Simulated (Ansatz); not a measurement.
Compare A (`CC(=O)CC(=O)C(C)C`) with its isomer B (`CC(=O)/C=C(\O)C(C)C`).

Calculated with Ansatz (gas phase, PBE0-D4/def2-TZVP geometries, no zero-point term in ΔE). CCSD(T)/CBS is the MP2 limit (def2-TZVPP, def2-QZVPP) plus CCSD(T) − MP2 in def2-TZVPP, frozen cores. Functionals use def2-TZVPP. B3LYP here is the variant with VWN-RPA as its local correlation; programs differ in this. One conformer a species, not always the lowest.

Problem. Which isomer does CCSD(T)/CBS put lower? Give the gap. (Best estimate.)

Solution. Ansatz gave: B, by 16.1 kJ/mol.

Problem. Give E(B) − E(A) in kJ/mol with HF/def2-TZVPP, ωB97M-V, B3LYP-D4, CCSD(T)/def2-TZVPP, B2PLYP, PBE-D4, PBE0-D4. (Best estimate.)

Solution. The calculation gave: HF/def2-TZVPP 7.3, ωB97M-V -17.4, B3LYP-D4 -24.9, CCSD(T)/def2-TZVPP -13.5, B2PLYP -22.6, PBE-D4 -34.3, PBE0-D4 -29.8. The order is the other way round with HF/def2-TZVPP.

Largest T1 diagnostic: 0.015.

From PBE to PBE0 (25 % exact exchange), in def2-TZVPP and without D4, E(B) − E(A) moves by +4.4 kJ/mol. In def2-TZVPP, CCSD(T) changes the Hartree–Fock value by −20.8 kJ/mol (the triples alone add −6.6 kJ/mol) and MP2 by −26.9 kJ/mol.
